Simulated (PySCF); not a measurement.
# MoH₃⁺ at several levels of theory

All levels use the PBE0 minimum (triplet; Mo–H 1.652 Å (×3); H–Mo–H 115.7° (×3)), basis [Mo def2-TZVP with ECP28, H def2-TZVP], scalar-relativistic core potentials, density fitting, no spin–orbit coupling, PySCF. For vertical energies the ionised species is a doublet (spins chosen at PBE0 and kept) and the electron-attached one a quartet. Open shells are unrestricted, also as the reference of the correlated levels. Dipoles are about the centre of mass. A dash marks a value that was not computed or is not defined at that level.

```xyz
4
charge 1 multiplicity 3, angstrom
Mo    0.0000    0.0000    0.0104
H     1.6151    0.0000   -0.3367
H    -0.8076    1.3988   -0.3367
H    -0.8076   -1.3988   -0.3367
```

```csv
level,vertical IP (eV),vertical EA (eV),−ε(HOMO) (eV),dipole (D)
PBE0,17.20,8.72,14.72,1.00
HF,16.66,8.33,18.87,1.32
MP2,17.74,8.75,–,–
PBE,17.07,8.68,12.99,0.89
CCSD(T),16.88,–,–,–
```

For MoH₃⁺ itself CCSD(T) correlates 16 electrons; T1 = 0.037, D1 = 0.125, (T) = -33 kJ/mol.

Problem. Which levels differ least and most from CCSD(T) in the vertical IP?

Solution. Least: PBE (+0.19 eV); most: MP2 (+0.86 eV).

Spin contamination in at least one species weakens the values at: HF, MP2, CCSD(T).

Open d and f shells are described by one determinant, and the ground state may have another occupation or spin.
